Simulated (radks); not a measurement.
Values are calculated unless marked as measured or tabulated.
All-electron atom: Xe II in [Kr] 4d10 5s2 5p5 (the NIST ground configuration). Level of theory: Dirac Kohn-Sham, BLYP, spin-unpolarised, spherical densities, finite nucleus; open shells are shared between the two j in proportion to 2j + 1; Fermi nuclear charge, rms radius 4.7859 fm (a radial shooting solver on a logarithmic mesh with Libxc functionals). Some entries of the table are withheld. Estimate them.

| orbital | occ. | eigenvalue (hartree) | <r^2> (bohr^2) | r(max) (bohr) |
|---|---|---|---|---|
| 1s1/2 | 2 | -1262.677 | 0.0009637 | 0.01715 |
| 2s1/2 | 2 | -196.7542 | 0.01543 | 0.09710 |
| 2p1/2 | 2 | -184.8965 | 0.01139 | 0.07437 |
| 2p3/2 | 4 | -172.9612 | 0.01267 | 0.07926 |
| 3s1/2 | 2 | -40.52581 | 0.1072 | 0.2792 |
| 3p1/2 | 2 | -35.59471 | 0.1020 | 0.2656 |
| 3p3/2 | 4 | -33.32838 | 0.1100 | 0.2764 |
| 3d3/2 | 4 | (1) | 0.09197 | 0.2241 |
| 3d5/2 | 6 | (2) | 0.09427 | 0.2272 |
| 4s1/2 | 2 | -7.60585 | (3) | 0.6612 |
| 4p1/2 | 2 | -5.86010 | 0.6337 | 0.6769 |
| 4p3/2 | 4 | -5.40696 | 0.6819 | 0.7011 |
| 4d3/2 | 4 | -2.58328 | 0.8843 | 0.7433 |
| 4d5/2 | 6 | -2.51012 | 0.9067 | 0.7517 |
| 5s1/2 | 2 | -1.06190 | 3.750 | 1.610 |
| 5p1/2 | 1.66667 | -0.65334 | 5.172 | 1.816 |
| 5p3/2 | 3.33333 | -0.60219 | 5.657 | 1.894 |

Answer. 
(1) 3d3/2 eigenvalue (hartree): -24.64391
(2) 3d5/2 eigenvalue (hartree): -24.16485
(3) 4s1/2 <r^2> (bohr^2): 0.5802
